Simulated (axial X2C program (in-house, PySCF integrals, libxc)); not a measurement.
**Nuclear properties of LiAg**

Calculated with an axial X2C code built on PySCF integrals: two-component X2C with atomic mean-field Coulomb and Gaunt terms, Gaussian nuclei, basis Ag dyall-cv3z, Li dyall-cv3z with contracted cores.

R = 2.403 Å (near the PBE0 minimum at charge 0 of the determinant lowest at the starting distance; the state shown can have its own minimum elsewhere).

Input and command:
```json
{"zs": [47, 3], "q": 0, "bas": ["dyall-cv3z", "dyall-cv3z"], "r0": 2.61, "levels": ["PBE0", "HF", "PBE50", "LDA", "BHandHLYP"], "nst": 3}
```
```bash
python soeom.py task.json out
```

Keys: zs atomic numbers; q charge; bas basis sets; r0 starting distance in Å; levels methods; nst determinants followed.

Determinant lowest in the PBE0 search, Ω = 0 (closed shell), highest spinor 54% Ag s, 31% Li s, 12% Li p:

| level | qzz Ag (a.u.) | qzz Li (a.u.) | μ (D) |
| --- | --- | --- | --- |
| PBE0 | 0.33 | -0.01 | 4.47 |
| HF | 0.07 | -0.01 | 3.16 |
| PBE50 | 0.20 | -0.01 | 4.10 |
| LDA | 0.50 | -0.02 | 5.21 |
| BHandHLYP | 0.26 | -0.01 | 4.29 |

qzz is the electric field gradient, eQq0 = 234.96 MHz × Q/barn × qzz; μ is positive if the Li end (last atom) is positive. The operators were transformed with the bare-nucleus X2C matrices; with these basis sets, hyperfine constants and field gradients can be off by tens of per cent, and where levels differ in sign neither size nor sign is settled.

Each state is one determinant with collinear spin. The search compared states at one distance, so a state with another bond length can lie lower. Further determinants of the search, some of them spin-mixed, are not shown. Where a field gradient or hyperfine factor spreads by more than a factor of two over the levels, a constant derived from it is not to be relied on.
